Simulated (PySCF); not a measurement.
# Energy of P⁺ (phosphorus, charge +1) between two integer charges

The 3p alpha orbital of [Ne] 3s2 3p2 is emptied in steps (occupation f), with all orbitals relaxed, ending at [Ne] 3s2 3p1. All numbers are calculated (PySCF 2.14, the spin-free X2C one-electron Hamiltonian (Gaussian nucleus), in jorge-DZP-DKH (7s4p1d, 24 functions)). The exact energy is a straight line in f; departures are measured from the line between the end points of the same method.

```csv
f,UHF (eV),LDA (eV),PBE (eV),PBE0 (eV),r2SCAN (eV),LC-wPBE (eV),BHandHLYP (eV),wB97X (eV),CAM-B3LYP (eV),TPSS (eV)
1,0.000,0.000,0.000,0.000,0.000,0.000,0.000,0.000,0.000,0.000
0.9,0.049,-0.441,-0.432,-0.313,-0.405,-0.062,-0.200,-0.090,-0.194,-0.417
0.7,0.112,-1.032,-1.008,-0.730,-0.939,-0.142,-0.465,-0.207,-0.452,-0.973
0.5,0.131,-1.232,-1.198,-0.865,-1.108,-0.164,-0.552,-0.241,-0.536,-1.155
0.3,0.108,-1.036,-1.003,-0.722,-0.918,-0.132,-0.462,-0.197,-0.448,-0.964
0.1,0.046,-0.444,-0.427,-0.306,-0.384,-0.053,-0.197,-0.082,-0.191,-0.409
0,0.000,0.000,0.000,0.000,0.000,0.000,0.000,0.000,0.000,0.000
```

Question: For PBE0, how does the orbital energy at f = 1 compare with the removal energy?

Answer: −ε = 16.327 eV against a total-energy difference of 19.811 eV. By Janak's theorem ε = ∂E/∂f, so the gap between them reflects the curvature. Along the path −ε is 17.028 (f = 0.9), 18.432 (f = 0.7), 19.832 (f = 0.5), 21.214 (f = 0.3), 22.553 (f = 0.1) eV.

| method | E(f=0) − E(f=1) (eV) | −ε at f=1 (eV) | −ε at f=0.5 (eV) |
| --- | --- | --- | --- |
| UHF | 19.150 | 19.693 | 19.140 |
| LDA | 19.819 | 14.930 | 19.806 |
| PBE | 19.781 | 14.986 | 19.795 |
| PBE0 | 19.811 | 16.327 | 19.832 |
| r2SCAN | 19.928 | 15.422 | 19.988 |
| LC-wPBE | 19.933 | 19.236 | 19.962 |
| BHandHLYP | 19.610 | 17.389 | 19.619 |
| wB97X | 19.664 | 18.658 | 19.697 |
| CAM-B3LYP | 19.746 | 17.592 | 19.756 |
| TPSS | 19.806 | 15.168 | 19.830 |

Reference removal energy between the ground levels: 19.769 eV (semi-empirical (NIST evaluation); NIST Atomic Spectra Database, ionization energies). The calculation has no spin-orbit coupling. UHF lacks correlation.
